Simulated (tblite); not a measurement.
Species: CH8BBrSi2.
SMILES with atom numbers: `[SiH3:1][CH2:2][BH:3][SiH2:4][Br:5]` (hydrogens: H6, H7, H8 on Si1; H9, H10 on C2; H11 on B3; H12, H13 on Si4)

Computed with GFN2-xTB (tblite), gas phase: L-BFGS steps from a force-field or distance-geometry start until the largest atomic force falls under 0.01 eV/Å.

Step 86: E = -408.8696 eV
```
atom  x, y, z in Å  |  force x, y, z in eV/Å
Si1     1.7406    0.8036    0.3277    0.013   0.025   0.017
C2      0.8749   -0.8424   -0.2106   -0.033   0.015  -0.003
B3     -0.4270   -0.4503   -0.9318    0.003   0.041  -0.042
Si4    -2.1419   -0.1281   -0.0570   -0.002  -0.030   0.024
Br5    -1.9117    0.0474    2.1773    0.004  -0.017   0.031
H6      0.9464    1.4607    1.3600   -0.025   0.037   0.004
H7      1.8937    1.6867   -0.8335   -0.001  -0.015  -0.001
H8      3.0557    0.4415    0.8562    0.008  -0.035  -0.028
H9      1.6015   -1.3608   -0.8381   -0.027   0.007   0.007
H10     0.7650   -1.4095    0.7151   -0.044   0.007  -0.001
H11    -0.3825   -0.2438   -2.0916    0.047  -0.047  -0.005
H12    -2.8189    1.1400   -0.3554    0.007   0.029   0.013
H13    -3.2002   -1.1444   -0.1362    0.050  -0.017  -0.015
```

Step 87: E = -408.8713 eV
```
atom  x, y, z in Å  |  force x, y, z in eV/Å
Si1     1.7347    0.8069    0.3209    0.033   0.053   0.020
C2      0.8754   -0.8448   -0.2027   -0.044   0.000  -0.009
B3     -0.4233   -0.4589   -0.9321   -0.004   0.049  -0.034
Si4    -2.1364   -0.1218   -0.0594    0.040  -0.072   0.041
Br5    -1.9112    0.0024    2.1791    0.007  -0.015   0.032
H6      0.9400    1.4603    1.3555   -0.020   0.039   0.007
H7      1.8669    1.6890   -0.8446    0.009  -0.021   0.011
H8      3.0573    0.4575    0.8416   -0.012  -0.027  -0.037
H9      1.6037   -1.3719   -0.8204   -0.020   0.005   0.001
H10     0.7602   -1.3990    0.7295   -0.042  -0.012   0.010
H11    -0.3744   -0.2623   -2.0929    0.041  -0.048  -0.019
H12    -2.7877    1.1616   -0.3320   -0.020   0.079  -0.002
H13    -3.2095   -1.1186   -0.1603    0.030  -0.029  -0.021
```

Problem. Estimate the geometry and energy of step 88. (The exact step hangs on the optimiser's Hessian estimate; all steps are aligned on step 87, rigid shifts and turns removed.)

Solution. E = -408.8726 eV, largest force 0.183 eV/Å
```
atom  x, y, z in Å  |  force x, y, z in eV/Å
Si1     1.7107    0.8287    0.2982    0.011   0.093   0.008
C2      0.8823   -0.8502   -0.1745   -0.079  -0.057  -0.043
B3     -0.4118   -0.5057   -0.9358   -0.001   0.067  -0.134
Si4    -2.1159   -0.0991   -0.0674   -0.054  -0.064   0.088
Br5    -1.9005   -0.1850    2.1856   -0.024  -0.006  -0.109
H6      0.9137    1.4599    1.3470    0.007   0.044   0.001
H7      1.7652    1.7085   -0.8780    0.040  -0.038   0.045
H8      3.0573    0.5245    0.7865   -0.028  -0.004  -0.049
H9      1.6224   -1.4068   -0.7530   -0.048   0.038   0.016
H10     0.7524   -1.3567    0.7833   -0.036  -0.033  -0.013
H11    -0.3595   -0.3797   -2.1130    0.026  -0.059   0.151
H12    -2.6511    1.2637   -0.2332    0.031  -0.076   0.020
H13    -3.2694   -1.0017   -0.2634    0.155   0.095   0.020
```

The energy changes by -0.0012 eV. The first-order estimate −F·Δx gives -0.0067 eV and the mean of the old and new forces, exact on a quadratic surface, +0.0017 eV. The step makes an angle of 85° with the force vector and moves no atom by more than 0.197 Å.

The cost below is that of the whole relaxation. Hardware: an Arm Neoverse N1 with one thread, shared host with 64 logical CPUs at a one-minute load of 50. Cost: 1.4 s.
